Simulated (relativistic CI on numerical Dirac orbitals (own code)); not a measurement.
## Ho XXXI: sensitivity of the levels to the model

Base calculation: Dirac-Coulomb-Breit CI, separate exchange-only KLI orbitals for each configuration, model QED (radiative potential, 1s self-energy scaled to tabulated hydrogen-like ionisation energies), unscaled Slater integrals.

Configuration list (outside the closed core [Ar] 3d10): 4s2 4p6 4d, 4s2 4p5 4d2, 4s2 4p6 4f, 4s 4p6 4d2, 4s2 4p5 4d 4f, 4s 4p6 4d 4f, 4s2 4p6 5s, 4s2 4p6 5p, 4s2 4p6 5d, 4s2 4p5 4d 5s, 4s2 4p6 5f, 4p6 4d2 4f, 4s2 4p5 4d 5p, 4s2 4p6 5g, 4s 4p6 4f 5s, 4s 4p6 4d 5s, 4s2 4p5 4d 5d, 4s2 4p6 6s, 4p6 4d3, 4p5 4d4, 4p5 4d3 4f, 4p6 4d 4f2, 4p5 4d2 4f2, 4p6 4f3, 4p5 4d 4f3, 4p6 4f2 5s, 4s 4p6 4f2, 4s 4p5 4f3, 4s 4p6 4f 5p, 4s 4p5 4f2 5p, 4p6 4f2 5p. Double excitations out of closed p, d and f shells are left out; levels of such configurations are missing from the list, as are those of other unlisted configurations, and high levels can miss mixing partners. These lack a partner that the ground configuration has and come out too high: 4s2 4p5 4d 5s, 4s2 4p5 4d 5p, 4s2 4p5 4d 5d, 4s2 4p6 5d, 4s2 4p6 5f.

The lowest level and the first level of each name with at least 55 % of one term (blank where a level has no safe partner in the second run):

```
               Level  Base (cm⁻¹)  Shift (cm⁻¹)
   4s2 4p6 4d 2D_3/2            0             0
   4s2 4p6 4d 2D_5/2        87726            +2
 4s2 4p5 4d2 4D°_1/2      1020280         +1272
 4s2 4p5 4d2 4G°_9/2      1116183         +1295
4s2 4p5 4d2 4G°_11/2      1141176         +1299
4s2 4p5 4d2 2H°_11/2      1212899         +1299
 4s2 4p5 4d2 2P°_1/2      1261415         +1273
 4s2 4p5 4d2 2P°_3/2      1338950         +1277
  4s2 4p6 4f 2F°_7/2      1432251        +10365
   4s 4p6 4d2 4F_3/2      2145166         +4707
   4s 4p6 4d2 4F_5/2      2175490         +4609
   4s 4p6 4d2 4P_1/2      2212454         +4875
   4s 4p6 4d2 4F_7/2      2232596         +4594
   4s 4p6 4d2 4P_3/2      2255813         +4862
```

At this charge energies of transitions that change n are usually good to better than 1 %, and those within a shell (Δn = 0) to a few per cent.

Problem. One thing was changed in a second run, which moved the levels as shown. Which?
A. configuration mixing switched off
B. QED terms removed
C. P86 correlation estimate
D. Breit term removed
E. only the first 3 configurations

Solution. C. P86 correlation estimate. A correlation estimate moves all levels of a configuration together before mixing; mixed levels move by a weighted share.

LS names give the leading component of a level, which can be under half, so a name can repeat, a term be missing and a line seem to break the LS rules.
